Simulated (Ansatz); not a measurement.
`[BH2][GaH][GeH2][CH3]` → B• + C• + Ga• + Ge• + 8 H•  (atomization)

Program: Ansatz. Geometries: PBE0-D4/def2-TZVP. ΔE: electronic, gas phase. CBS: MP2 limit from def2 TZ/QZ plus the TZ coupled-cluster correction, frozen cores. This one scheme is used for every species, atoms too. For atomizations the MP2-based limit and the directly extrapolated one differ by several kJ/mol either way, and by 10 to 25 for some Ge, Se and Sn compounds, so smaller differences from it don't rank the levels. Functionals use def2-TZVPP. No spin–orbit coupling; open shells (•) take unrestricted orbitals. Spin–orbit coupling would lower the free atoms: a little for B, C; clearly for Ga, Ge. Bonds to Ga, Ge are less sure, by a few kJ/mol each and by 10 to 20 or more in all where they break to atoms, as the def2 sets lack core-valence functions. Scalar relativity is left out up to krypton. Each species was taken in one conformer, which may not be the lowest.

```json
{"level": "BLYP-D4", "ΔE (kcal/mol)": "846.8", "difference from CCSD(T)/CBS": "-14.4"}
{"level": "r2SCAN0-D4", "ΔE (kcal/mol)": "859.0", "difference from CCSD(T)/CBS": "-2.2"}
{"level": "ωB97M-V", "ΔE (kcal/mol)": "856.9", "difference from CCSD(T)/CBS": "-4.3"}
{"level": "BLYP", "ΔE (kcal/mol)": "835.3", "difference from CCSD(T)/CBS": "-25.9"}
{"level": "PBE0", "ΔE (kcal/mol)": "852.2", "difference from CCSD(T)/CBS": "-9.0"}
{"level": "r2SCAN0", "ΔE (kcal/mol)": "857.4", "difference from CCSD(T)/CBS": "-3.8"}
{"level": "CAM-B3LYP", "ΔE (kcal/mol)": "856.9", "difference from CCSD(T)/CBS": "-4.3"}
{"level": "CCSD(T)/def2-SVP", "ΔE (kcal/mol)": "816.8", "difference from CCSD(T)/CBS": "-44.4"}
{"level": "SCS-MP2/def2-TZVPP", "ΔE (kcal/mol)": "847.6", "difference from CCSD(T)/CBS": "-13.6"}
{"level": "MP2/def2-QZVPP", "ΔE (kcal/mol)": "852.7", "difference from CCSD(T)/CBS": "-8.5"}
{"level": "CCSD(T)/CBS", "ΔE (kcal/mol)": "861.2", "difference from CCSD(T)/CBS": "0"}
```

Largest T1 diagnostic among the species: 0.014.

Leaving LDA and LC-ωPBE aside and taking each functional with its dispersion term where it has one, the values, not all of them listed here, spread over 24.5 kcal/mol, from revPBE-D4 to B97M-V. LDA lies +107.9 kcal/mol from PBE without D4, its usual overbinding. From BLYP to BHLYP (50 % exact exchange), in def2-TZVPP and without D4, ΔE moves by +4.8 kcal/mol. The D4 term adds +8.8 kcal/mol with B3LYP and +4.7 kcal/mol with PBE0; it sums over pairs of atoms, weighted by their polarisabilities, and B3LYP, whose exchange is more repulsive, gets the larger term.

B3LYP here is the variant with VWN-RPA as its local correlation; programs differ in this.
